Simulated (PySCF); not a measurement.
Compound: C12H11N.
Numbering: `[cH:1]1[cH:2][cH:3][c:4]([CH2:5][c:6]2[cH:7][cH:8][cH:9][cH:10][n:11]2)[cH:12][cH:13]1`

NICS = −σ at a ghost point: NICS(0) at the centroid of the ring atoms, NICS(1) 1 Å to either side along the normal of their mean plane, zz for the tensor component along that normal. Level: GIAO KT2/pcSseg-1 (PySCF, non-relativistic, gas phase) on the PBE0-D3(BJ)/def2-SVP geometry, one conformer.

Ring bond lengths (Å): C1–C2 1.396, C2–C3 1.392, C3–C4 1.401, C4–C12 1.397, C12–C13 1.395, C13–C1 1.393; C6–C7 1.402, C7–C8 1.389, C8–C9 1.394, C9–C10 1.392, C10–N11 1.332, N11–C6 1.333.

Task: What do the NICS probes read (ppm)?

Result: 
```json
{"ring": "C1–C2–C3–C4–C12–C13", "type": "6-membered carbocycle; formal bonds all aromatic", "NICS(0)": "-8.4", "NICS(1), two faces": "-10.8 / -10.9", "NICS(1)zz, two faces": "-27.3 / -26.9", "rms pucker (Å)": "0.00", "centre to ring atoms, mean (Å)": "1.40"}
{"ring": "C6–C7–C8–C9–C10–N11", "type": "6-membered ring with N; formal bonds all aromatic", "NICS(0)": "-7.1", "NICS(1), two faces": "-10.7 / -10.6", "NICS(1)zz, two faces": "-26.2 / -26.5", "rms pucker (Å)": "0.00", "centre to ring atoms, mean (Å)": "1.37"}
```

Task: What do they say, and how far can they be read as aromaticity?

Result: 
- C1–C2–C3–C4–C12–C13: mean NICS(1)zz -27.1 ppm, shielded. For a flat ring without four-coordinate atoms the NICS criterion counts such a value as aromatic.
- C6–C7–C8–C9–C10–N11: mean NICS(1)zz -26.4 ppm, shielded. The ring is flat and has no four-coordinate atom; by the NICS criterion it is aromatic.

Task: How equal are the bonds by HOMA? HOMA = 1 − mean of α(R − Ropt)² over the ring bonds, with Krygowski's 1993 parameters (CC: Ropt 1.388 Å, α 257.7 Å⁻²; CN: Ropt 1.334 Å, α 93.52 Å⁻²).

Result: 
- C1–C2–C3–C4–C12–C13: HOMA 0.98 = 1 − EN − GEO, with mean bond length 1.396 Å, EN = α(Ropt − mean)² = 0.015 and GEO = α × variance = 0.002. The geometric and the magnetic index point the same way.
- C6–C7–C8–C9–C10–N11: HOMA 0.99; the largest term is that of C6–C7, α(R − Ropt)² = 0.05. The geometric and the magnetic index point the same way.

Task: List the ring angles.

Result: 
- C1–C2–C3–C4–C12–C13: C1 119.6°, C2 120.2°, C3 120.7°, C4 118.6°, C12 120.9°, C13 120.1°; sum 720.0° against 720° for a flat convex ring.
- C6–C7–C8–C9–C10–N11: C6 122.1°, C7 119.1°, C8 118.7°, C9 118.0°, C10 123.6°, N11 118.5°; sum 720.0° against 720° for a flat convex ring.

Task: What are the shieldings of the ring atoms and their hydrogens in the same run (means over atoms taken as equivalent)?

Result: 
| atoms | environment | σ isotropic (ppm) | principal values of the symmetric part, first atom (ppm) |
| --- | --- | --- | --- |
| C1 | aromatic CH carbon | 61.8 | -38.6, 51.5, 172.4 |
| C2 (×2) | aromatic CH carbon | 59.7 | -42.3, 50.2, 170.4 |
| C3 (×2) | aromatic CH carbon | 58.9 | -39.3, 46.0, 166.9 |
| C4 | substituted aromatic carbon | 46.0 | -44.6, 15.4, 167.3 |
| C6 | substituted aromatic carbon | 27.2 | -61.7, 3.1, 140.2 |
| C7 | aromatic CH carbon | 63.4 | -36.2, 56.9, 169.4 |
| C8 | aromatic CH carbon | 53.6 | -50.5, 37.9, 173.3 |
| C9 | aromatic CH carbon | 67.0 | -35.9, 64.3, 172.7 |
| C10 | aromatic CH next to a ring nitrogen | 40.4 | -57.2, 40.2, 138.1 |
| N11 | pyridine-type nitrogen | -64.9 | -315.6, -136.8, 257.6 |
| H on C1 | aromatic hydrogen | 24.18 | 21.0, 25.5, 26.1 |
| H on C2 (×2) | aromatic hydrogen | 24.10 | 20.6, 24.8, 27.0 |
| H on C3 (×2) | aromatic hydrogen | 24.09 | 19.5, 23.1, 29.6 |
| H on C7 | aromatic hydrogen | 24.32 | 20.0, 22.4, 30.5 |

The list is cut; further classes of hydrogen are left out.

Task: How do the values depend on the level or the medium?

Result: 
```csv
level,"NICS(0), C1–C2–C3–C4–C12–C13","mean NICS(1)zz, C1–C2–C3–C4–C12–C13","NICS(0), C6–C7–C8–C9–C10–N11","mean NICS(1)zz, C6–C7–C8–C9–C10–N11"
"KT2/pcSseg-1, gas",-8.4,-27.1,-7.1,-26.4
"PBE0/pcSseg-1, gas",-8.6,-28.3,-7.2,-27.6
```

The geometry is the same throughout.

The values belong to the conformer `[cH:1]1[cH:2][cH:3][c:4]([CH2:5][c:6]2[cH:7][cH:8][cH:9][cH:10][n:11]2)[cH:12][cH:13]1`: C3–C4–C5–C6 65°, C4–C5–C6–C7 64°.
